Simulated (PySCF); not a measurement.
Fill in the blanks.

Species: 2,3,3-trimethyl-1-pentene, C8H16.
Atom-mapped SMILES: `[CH2:1]=[C:2]([CH3:3])[C:4]([CH3:5])([CH3:6])[CH2:7][CH3:8]` (hydrogens: H9, H10 on C1; H11, H12, H13 on C3; H14, H15, H16 on C5; H17, H18, H19 on C6; H20, H21 on C7; H22, H23, H24 on C8)

Conformer (atom-mapped SMILES and torsion angles): `[CH2:1]=[C:2]([CH3:3])[C:4]([CH3:5])([CH3:6])[CH2:7][CH3:8]`: C1–C2–C4–C5 117°, C2–C4–C7–C8 58°.

```tsv
property	level	value
point group	PBE0-D3(BJ)/def2-SVP	?
rotational constants A, B, C	PBE0-D3(BJ)/def2-SVP	?
dipole moment	CAM-B3LYP/def2-SVPD	0.52 D
HOMO energy	CAM-B3LYP/def2-SVPD	-8.38 eV
LUMO energy	CAM-B3LYP/def2-SVPD	1.28 eV
lowest singlet excitation	TDDFT CAM-B3LYP/def2-SVPD	6.97 eV (178 nm, f = 0.017)
strongest line among the 10 lowest singlet transitions	TDDFT CAM-B3LYP/def2-SVPD	S2 at 7.13 eV (174 nm, f = 0.357)
lowest triplet excitation (Tamm–Dancoff)	TDA CAM-B3LYP/def2-SVPD	?
static isotropic polarisability	CAM-B3LYP/def2-SVPD	97.2 au
vertical ionisation energy	ΔSCF CAM-B3LYP/def2-SVPD	9.06 eV
electronic spatial extent ⟨r²⟩ about the centre of nuclear charge	CAM-B3LYP/def2-SVPD	?
13C chemical shifts (computed TMS as zero) by class	GIAO PBE/pcSseg-1	?
1H chemical shifts (computed TMS as zero) by class	GIAO PBE/pcSseg-1	5.13 (H9), 4.96 (H10), 1.79 (H11/H12/H13), 1.33 (H20/H21), 1.06 (H14/H15/H16/H17/H18/H19), 0.76 (H22/H23/H24) ppm
```

Gas-phase values; electronic properties from PySCF, density fitting. The structure is a single PBE0-D3(BJ)/def2-SVP conformer in the gas phase; no vibrational or solvent corrections. NMR classes are plain means over equivalent atoms (diastereotopic ones count apart unless rotation or inversion swaps them), as if these changed places fast; in this geometry the members of some classes differ.

(1) The point group?

(2) The rotational constants A, B, C?

(3) The lowest triplet excitation (Tamm–Dancoff)?

(4) What is the electronic spatial extent ⟨r²⟩ about the centre of nuclear charge?

(5) The 13C chemical shifts (computed TMS as zero) by class?

## Answers

(1) C1.

(2) 2.092, 1.762, 1.578 GHz.

(3) 4.33 eV.

(4) 1076 bohr².

(5) 160.0 (C2), 117.0 (C1), 42.5 (C4), 38.1 (C7), 29.8 (C5/C6), 22.1 (C3), 10.8 (C8) ppm.

The vertical singlet–triplet gap S1 − T1 is 2.64 eV (TDDFT singlet less Tamm–Dancoff triplet; S1: HOMO→LUMO, weight 0.79; T1: HOMO→LUMO+1, weight 0.87). In atomic units the dipole is 0.20 e·bohr (1 au = 2.5417 D). The polarisability is 14.40 Å³ as a volume (1 au = 0.148185 Å³), or 1.52 au for each of the 64 electrons. The ΔSCF ionisation energy exceeds −ε(HOMO) by 0.68 eV with CAM-B3LYP.

For the TDDFT job (CAM-B3LYP/def2-SVPD), the run took 6.3 min of wall time on one thread, x86-64 server, on a shared host.
